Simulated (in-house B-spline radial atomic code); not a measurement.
Radial electron density of Ir4+, [Xe] 4f14 5d4 5f1. Method: Dirac-Hartree-Fock, average of configuration, Fermi nucleus of rms radius 5.4032 fm. Calculated with a radial B-spline atomic code at the basis-set limit.

Columns: r (bohr), 4πr²n(r) (electrons per bohr), bar.

```
0.000513    3.336 #
0.000643    4.768 ##
0.000807    6.786 ##
 0.00101     9.55 ###
 0.00127    13.42 ####
 0.00159    18.54 ######
   0.002    25.45 ########
 0.00251    34.27 ###########
 0.00315    45.23 ##############
 0.00395    58.16 ##################
 0.00495    72.47 #######################
 0.00622    87.12 ###########################
  0.0078    99.81 ###############################
 0.00978    108.3 ##################################
  0.0123    110.6 ###################################
  0.0154    106.7 ##################################
  0.0193    100.3 ################################
  0.0242    97.89 ###############################
  0.0304    105.9 #################################
  0.0382    123.7 #######################################
  0.0479    139.7 ############################################
  0.0601    139.7 ############################################
  0.0753    123.2 #######################################
  0.0945    110.9 ###################################
   0.119    120.2 ######################################
   0.149      132 ##########################################
   0.187    114.4 ####################################
   0.234    80.38 #########################
   0.294    71.27 ######################
   0.369    83.22 ##########################
   0.462    76.47 ########################
    0.58    49.26 ################
   0.728    28.18 #########
   0.913     19.7 ######
    1.15    14.06 ####
    1.44    7.972 ###
     1.8    3.459 #
    2.26    1.264 
    2.84    0.544 
    3.56   0.3109 
    4.47     0.15 
     5.6  0.04356 
    7.03 0.006042 
    8.82 0.0003325 
    11.1 5.327e-06
```

On this grid the curve has 4 maxima, near 0.0123, 0.0479, 0.149, 0.369 bohr.

The 5d3/2 radial function P(r) = rR(r), positive near the nucleus, with its small component Q(r) (sign convention: Q ≈ (P' + κP/r)/2c):

```
r (bohr)         P           Q
 0.00622  0.001328    0.002645
 0.00978  0.004063    0.005658
  0.0154   0.01227      0.0114
  0.0242   0.03499     0.02077
  0.0382   0.09055     0.03246
  0.0601    0.1933     0.03876
  0.0945    0.2975      0.0273
   0.149    0.2194   -0.002539
   0.234   -0.1757    -0.02166
   0.369   -0.4583   -0.007947
    0.58   0.00515     0.01104
   0.913    0.7742     0.01104
    1.44    0.8921    0.002867
    2.26    0.4164  -0.0004799
    3.56   0.06761  -0.0002402
     5.6  0.002445  -1.172e-05
```
